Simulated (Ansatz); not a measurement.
**Reading a saddle point**

A first-order saddle point of SnNH$_{5}$S, singlet, PBE0-D4/def2-TZVP, with one imaginary mode of 1305i cm⁻¹:

```xyz
8
angstrom
Sn -0.9856 0.2727 0.3372
N 1.0737 -0.0262 -0.1340
S -1.1265 -1.4939 -1.1699
H 0.3938 -0.9821 -0.8870
H -1.4107 1.8642 -0.1165
H -1.1895 0.0276 2.0158
H 1.6868 -0.3669 0.5989
H 1.5578 0.7046 -0.6446
```

Program: Ansatz 0.2.0. Basis: def2-TZVPP and def2-QZVPP. Cores are frozen in the correlated methods. Filled d shells of the heavier atoms are correlated. Core potentials replace the inner electrons of the atoms past krypton. The def2 sets are not built for correlating such inner shells, so the correlated values are less sure here. Extrapolation: Hartree–Fock as exp(−7.88 √X), correlation as X^−2.97.

**Question.** Which contacts change along the imaginary mode, and what lies on either side? (Judge from chemistry; the calculation decides.)

**Answer.** The calculation gives: The step is SnNH₅S ([NH2][SnH2][SH]) → SnH₂S ([S][SnH2]) + NH₃ (still joined by a long Sn–N bond), with the molecules in contact on both sides. Shortening one way: N2–H4; lengthening the same way: Sn1–N2, S3–H4.
```
  pair  one side (Å)  saddle (Å)  other side (Å)
 N2–H4          3.32        1.39            1.02
Sn1–N2          2.02        2.13            2.34
 S3–H4          1.34        1.63            3.02
```

**Question.** Which side is lower, and how far does the saddle lie above each? (An estimate is asked for; the value comes from the calculation.)

**Answer.** Computed: The side with Sn1–N2, S3–H4 short is lower by 0.129 eV; the saddle lies 0.918 eV above it and 0.788 eV above the other (CCSD(T) at an estimated basis limit (MP2 extrapolated from triple and quadruple zeta, plus CCSD(T) − MP2 in triple zeta); electronic energies).

The T1 diagnostic stays at or below 0.015.

Labels in which every atom is bracketed show which atoms are joined, not bond orders.

For scale, one of the runs: CCSD(T)/def2-TZVPP, 193 basis functions, launched by `ansatz run in.yaml --threads 4 --pin off --events-out ev --progress --plain --max-ram 9574MiB`. The run took 64 s on 4 CPU threads of an Intel Xeon (shared host), with 2.4 GiB of host memory at its peak.
